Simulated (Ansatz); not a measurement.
Ansatz (an electronic-structure program) input (CCSD(T)/aug-cc-pV(D+d)Z):
A basis named .json is the Basis Set Exchange file of that set.

Ansatz 0.2 input:
```yaml
crystal:
  periodic: [false, false, false]
  atoms:
    - {symbol: Si, position_ang: [-0.09109274, 0.06747528, 0.30619746]}
    - {symbol: O, position_ang: [-0.65713303, 1.40246268, -0.26662898]}
    - {symbol: O, position_ang: [-0.80143208, -1.32154977, -0.36840921]}
    - {symbol: O, position_ang: [1.58250447, -0.12004546, 0.07603431]}
    - {symbol: H, position_ang: [-0.22093541, -0.21836964, 1.77540688]}
    - {symbol: H, position_ang: [-1.35467333, -1.01655661, -1.09467344]}
    - {symbol: H, position_ang: [1.85939218, 0.60333280, -0.49546681]}
basis:
  gaussian:
    orbitals: aug-cc-pV_D+d_Z.json
total_charge: -1
magnetization: {spin_polarized: false}
correlation: {method: ccsd_t, electrons: outside_noble_gas}
output: {forces: true}
```

Output:

```
Functional definition: HF
integrals: 0.27 GiB planned
1254 factors; integrals over basis functions are off by at most 6.2e-4 eV
0.76 GiB of device memory are held for the factors and their scratch space
mean field: 0.58 GiB planned
mean field evaluation 1: about -14023.0078 eV, gradient 3.9e1 eV
mean field evaluation 2: about -14023.2303 eV, gradient 4.0e1 eV
mean field evaluation 4: about -14026.5094 eV, gradient 4.1e0 eV
mean field evaluation 8: about -14026.5649 eV, gradient 3.3e-1 eV
mean field evaluation 16: about -14024.9014 eV, gradient 2.7e1 eV
mean field -14026.56538313 eV, -515.4667702825 hartree, gradient 5.3e-6 eV, S^2 0.000000; 0 other end points of the search recorded, 0 dependent functions left out
8 core orbitals not correlated
reference -14026.56538313 eV, -515.4667702825 hartree; 13, 13 occupied and 107, 107 virtual orbitals, 1254 factors
densities: 4.24 GiB planned
second order -19.87126696 eV of doubles, -0.00000000 eV of singles
coupled cluster: 1.47 GiB planned
cycle   1  -19.58436826 eV  change    2.9e-1 eV  update   1.3e-1
cycle   2  -20.08524675 eV  change   -5.0e-1 eV  update   3.9e-2
cycle   3  -20.22966834 eV  change   -1.4e-1 eV  update   2.2e-2
cycle   4  -20.23153874 eV  change   -1.9e-3 eV  update   6.2e-3
cycle   5  -20.22394351 eV  change    7.6e-3 eV  update   3.4e-3
cycle   6  -20.22447928 eV  change   -5.4e-4 eV  update   1.3e-3
cycle   7  -20.22511967 eV  change   -6.4e-4 eV  update   5.8e-4
cycle   8  -20.22489535 eV  change    2.2e-4 eV  update   2.4e-4
cycle   9  -20.22475328 eV  change    1.4e-4 eV  update   8.2e-5
cycle  10  -20.22483440 eV  change   -8.1e-5 eV  update   3.7e-5
cycle  11  -20.22479205 eV  change    4.2e-5 eV  update   1.5e-5
cycle  12  -20.22478669 eV  change    5.4e-6 eV  update   5.7e-6
perturbative correction -0.63805616 eV, -0.0234481314 hartree
the calculation of the forces begins
0.76 GiB of device memory are held for the factors and their scratch space
Total energy: -14047.42822598 eV, -516.2334656158 hartree
Atom 0 at    -0.091093     0.067475     0.306197 Å, force     0.042518    -0.347975     0.712650 eV/Å
Atom 1 at    -0.657133     1.402463    -0.266629 Å, force    -0.471375     1.096733    -0.436504 eV/Å
Atom 2 at    -0.801432    -1.321550    -0.368409 Å, force    -0.144163    -0.668739    -0.107416 eV/Å
Atom 3 at     1.582504    -0.120045     0.076034 Å, force     0.633683    -0.276705     0.037600 eV/Å
Atom 4 at    -0.220935    -0.218370     1.775407 Å, force    -0.006149    -0.021424     0.090898 eV/Å
Atom 5 at    -1.354673    -1.016557    -1.094673 Å, force    -0.134692     0.054907    -0.168643 eV/Å
Atom 6 at     1.859392     0.603333    -0.495467 Å, force     0.080178     0.163201    -0.128585 eV/Å
Dipole moment:     0.202413    -0.323132    -0.212166 e Å
```

It need not be the lowest isomer of its formula. Whether it binds its extra electron was not tested at this geometry.
